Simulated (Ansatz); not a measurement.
C2H6N (SMILES C[CH]N), doublet, at a GFN2-xTB geometry, atoms displaced at random by about 0.1 Å a coordinate. Base run: Ansatz (a quantum-chemistry and plane-wave program) with HF/def2-SVP.

Here is a job for Ansatz.
Ansatz 0.2 input:
```yaml
crystal:
  periodic: [false, false, false]
  atoms:
    - {symbol: C, position_ang: [1.13950267, -0.25766004, -0.05934421]}
    - {symbol: C, position_ang: [-0.05427237, 0.19202906, 0.63572393]}
    - {symbol: N, position_ang: [-1.10762277, 0.18141600, -0.23928740]}
    - {symbol: H, position_ang: [1.46734572, 0.44032897, -0.78462591]}
    - {symbol: H, position_ang: [1.88206068, -0.29006819, 0.66663048]}
    - {symbol: H, position_ang: [1.08393676, -1.32690146, -0.66893457]}
    - {symbol: H, position_ang: [-0.06581180, 0.98340205, 1.37570656]}
    - {symbol: H, position_ang: [-2.11958623, 0.28080289, 0.27729074]}
    - {symbol: H, position_ang: [-1.30229319, -0.62060797, -0.95914844]}
basis:
  gaussian:
    orbitals: def2-SVP
hamiltonian:
  xc: hf
magnetization: {spin_polarized: true, initial_magnetization: 1}
relax: {}
```

The base run was repeated with changes; each row names its change, and settings that it needs were set with it.

```csv
change,ΔE vs base (µEh),optimiser steps
base,0.0,6
relax = f_tol: 0.002,-0.1,8
relax = max_displacement: 0.02,0.4,14
relax = f_tol: 0.05,3.0,5
relax = max_displacement: 0.5,0.1,8
relax = f_tol: 0.1,3.0,5
relax = f_tol: 0.0005,-0.1,9
```
